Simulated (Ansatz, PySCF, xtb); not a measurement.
Energy difference 6 R1 + R2 → P1 + 2 P2 + P3 + 3 P4, each structure at its B3LYP-D3(BJ)/def2-SVP stationary point, reached from a drawn start (curvature not checked).
R1, H2 (SMILES [H][H]) (charge 0, multiplicity 1, Z-matrix in Å and degrees):
```
H
H 1 0.7609
```
P1, H2O (SMILES O) (charge 0, multiplicity 1, Z-matrix in Å and degrees):
```
O
H 1 0.9667
H 1 0.9667 2 103.09
```
P2: HCl (SMILES Cl), charge 0, multiplicity 1.
P3: NH3 (SMILES N), charge 0, multiplicity 1.
P4, SiH4 (SMILES [SiH4]) (charge 0, multiplicity 1):
```xyz
5

Si     0.0000     0.0000     0.0000
H      0.8605     0.8605     0.8605
H     -0.8605    -0.8605     0.8605
H     -0.8605     0.8605    -0.8605
H      0.8605    -0.8605    -0.8605
```
R2: Cl2H7NOSi3 (SMILES [SiH3]N[Si](Cl)(Cl)O[SiH3]), charge 0, multiplicity 1.

P less R. No zero-point or thermal terms. One arrangement of each flexible species, with no search for the lowest.

Codes used: Ansatz (Gaussian orbitals); PySCF for the D3/D4 terms; xtb for the GFN methods. No computed number here is a measurement.

### Question
One of these levels gives 99.72 kcal/mol for the reaction energy. Which one is it?
A. GFN2-xTB
B. GFN1-xTB
C. r2SCAN-D4/def2-TZVPP

### Answer
C, r2SCAN-D4/def2-TZVPP. The others give 80.23 (GFN1-xTB), 60.04 (GFN2-xTB)

Ansatz is an electronic-structure program.
